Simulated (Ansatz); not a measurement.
`C[SiH](Cl)CF` → `CF` + `C[Si]Cl`  (silylene formation by 1,1-elimination)

Computed with Ansatz on PBE0-D4/def2-TZVP structures; ΔE is electronic, products minus reactants. CCSD(T)/CBS is the MP2 limit (def2-TZVPP, def2-QZVPP) plus CCSD(T) − MP2 in def2-TZVPP, frozen cores. This one scheme is used for every species. Functionals use def2-TZVPP. B3LYP here is the variant with VWN-RPA as its local correlation; programs differ in this. One conformer a species, not always the lowest.

| level | ΔE (kcal/mol) | difference from CCSD(T)/CBS |
| --- | --- | --- |
| PBE-D4 | 41.2 | -1.1 |
| r2SCAN-D4 | 45.9 | 3.6 |
| PBE0-D4 | 44.1 | 1.8 |
| B3LYP-D4 | 40.4 | -1.9 |
| ωB97X-V | 45.4 | 3.1 |
| ωB97M-V | 41.4 | -0.9 |
| B2PLYP | 40.2 | -2.1 |
| PBE | 39.2 | -3.1 |
| r2SCAN | 45.3 | 3.0 |
| PBE0 | 42.3 | 0.0 |
| B3LYP | 37.1 | -5.2 |
| HF/def2-TZVPP | 39.3 | -3.0 |
| MP2/def2-TZVPP | 44.6 | 2.3 |
| SCS-MP2/def2-TZVPP | 42.5 | 0.2 |
| CCSD/def2-TZVPP | 40.9 | -1.4 |
| CCSD(T)/def2-TZVPP | 41.2 | -1.1 |
| HF/def2-QZVPP | 39.2 | -3.1 |
| MP2/def2-QZVPP | 45.2 | 2.9 |
| SCS-MP2/def2-QZVPP | 43.2 | 0.9 |
| HF/CBS(def2) | 39.2 | -3.1 |
| MP2/CBS(def2) | 45.7 | 3.4 |
| CCSD/CBS(def2) | 41.9 | -0.4 |
| CCSD(T)/CBS | 42.3 | 0 |

Largest T1 diagnostic among the species: 0.012.

From PBE to PBE0 (25 % exact exchange), in def2-TZVPP and without D4, ΔE moves by +3.2 kcal/mol. In def2-TZVPP, CCSD(T) changes the Hartree–Fock value by +1.9 kcal/mol (the triples alone add +0.3 kcal/mol) and MP2 by +5.3 kcal/mol. The D4 term adds +3.2 kcal/mol with B3LYP and +1.8 kcal/mol with PBE0; it sums over pairs of atoms, weighted by their polarisabilities, and B3LYP, whose exchange is more repulsive, gets the larger term.
